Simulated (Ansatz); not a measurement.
Geometry optimisation, Ansatz 0.2.0, UKS BHLYP-D4/def2-SVP.

The input (input.yaml):

```yaml
crystal:
  periodic: [false, false, false]
  atoms:
    - { symbol: B, position_ang: [0.0, 0.0, 0.0] }
    - { symbol: H, position_ang: [0.0, 0.0, 1.44] }
    - { symbol: F, position_ang: [1.1431, 0.0, -0.66] }
    - { symbol: C, position_ang: [-1.3856, 0.0, -0.8] }
    - { symbol: H, position_ang: [-1.9458, -0.9305, -0.5708] }
    - { symbol: H, position_ang: [-1.9898, 0.8797, -0.4946] }
    - { symbol: H, position_ang: [-1.1839, 0.0508, -1.8903] }
    - { symbol: Si, position_ang: [0.0, 0.0, 3.2] }
    - { symbol: H, position_ang: [-0.7436, -1.1581, 3.6874] }
    - { symbol: H, position_ang: [1.3747, -0.0649, 3.6874] }
    - { symbol: H, position_ang: [-0.6311, 1.223, 3.6874] }
magnetization:
  spin_polarized: true
  initial_magnetization: 1
basis:
  gaussian: { orbitals: def2-SVP }
hamiltonian:
  xc: { name: BHLYP }
  dispersion: d4
relax:
  f_tol: 0.15
  max_steps: 25
  restrain:
    - { distance: [1, 7], at: 1.46, k: 30.0 }
    - { distance: [0, 1], at: 2.39, k: 30.0 }
```

Run as:

```bash
$ ansatz run input.yaml --threads 4 --pin off --max-ram 5120MiB --backend cpu --events-out ev --progress --plain --runs-dir out
```

Q: Where does it end, and by what steps?

A: The run converged. The restraints hold the end off the free minimum; the threshold counts their pulls, which the force column leaves out. Restrained pairs: H2–Si8 (1.76 → 1.47 Å), B1–H2 (1.44 → 2.40 Å). After 6 steps the energy has fallen by 0.169 eV (the restraints' own energy left out); F3 moved furthest, 0.57 Å.

```
step  energy less start (eV)  largest force component (eV/Å)  accepted
   0                  0.0000                           1.601       yes
   1                  0.1903                           1.366       yes
   2                  0.4787                           3.350       yes
   3                  0.0829                           1.994       yes
   4                 -0.1463                           0.545       yes
   5                 -0.1659                           0.438       yes
   6                 -0.1690                           0.394       yes
```

```xyz
11
Properties=species:S:1:pos:R:3
B 0.108 -0.018 -0.445
H -0.005 0.002 1.952
F 1.159 0.000 -1.227
C -1.357 0.001 -0.975
H -1.873 -0.905 -0.640
H -1.901 0.842 -0.531
H -1.419 0.066 -2.067
Si -0.017 0.003 3.425
H -0.773 -1.169 3.929
H 1.373 -0.064 3.935
H -0.658 1.241 3.930
```

Time of the run: 16 s on 4 threads of Intel(R) Xeon(R) Platinum 8259CL CPU @ 2.50GHz (Skylake/Cascade Lake) (shared host), peak memory 0.27 GiB.
